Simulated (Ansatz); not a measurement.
Born–Oppenheimer molecular dynamics of AlCl$_{2}$H$_{3}$O$_{2}$ (8 atoms, charge 0, multiplicity 1). It starts at the highest image of a converged band, a first-order saddle point between two minima.

Method: RKS PBE/def2-SVP in Ansatz 0.2.0.

* ensemble: NVE (velocity Verlet)
* time step: 0.5 fs
* steps asked: 200
* starting velocities drawn for: 100 K
* seed: 3461

First frame:

```xyz
8
Properties=species:S:1:pos:R:3
Al -0.430 -0.899 0.344
H -1.734 0.216 -0.059
Cl -0.053 -2.249 -1.227
Cl -0.471 -1.560 2.345
H -0.870 0.827 -0.230
O 0.332 0.821 0.111
O 1.409 1.021 -0.838
H 1.817 1.823 -0.445
```

Problem. How far do the bonds stretch over the last three quarters of this one trajectory? (Pairs bonded in most of those frames.)

Solution. 
```json
{"bond": "Al1–H2", "mean (Å)": "1.598", "spread (Å)": "0.018", "shortest": "1.57", "longest": "1.65"}
{"bond": "Al1–Cl3", "mean (Å)": "2.135", "spread (Å)": "0.053", "shortest": "2.03", "longest": "2.21"}
{"bond": "Al1–Cl4", "mean (Å)": "2.141", "spread (Å)": "0.048", "shortest": "2.05", "longest": "2.20"}
{"bond": "H5–O6", "mean (Å)": "0.986", "spread (Å)": "0.013", "shortest": "0.96", "longest": "1.01"}
{"bond": "O6–O7", "mean (Å)": "1.466", "spread (Å)": "0.013", "shortest": "1.45", "longest": "1.49"}
{"bond": "O7–H8", "mean (Å)": "0.986", "spread (Å)": "0.020", "shortest": "0.95", "longest": "1.01"}
```

Mean temperature of the second half: 347 K. The conserved energy stayed within 0.091 meV per atom of its start (net change 0.045 meV per atom), so the integration is sound. The system heated up, since it started high on the potential surface and ran downhill. A run of 0.1 ps of so small a system gives no equilibrium averages. The orbitals stay closed-shell, which can raise the energy where a bond breaks towards radicals; this wasn't checked here.

The run took 5.5 min on 2 threads of Arm Neoverse V1, with other jobs on the host, peak memory 0.13 GiB.
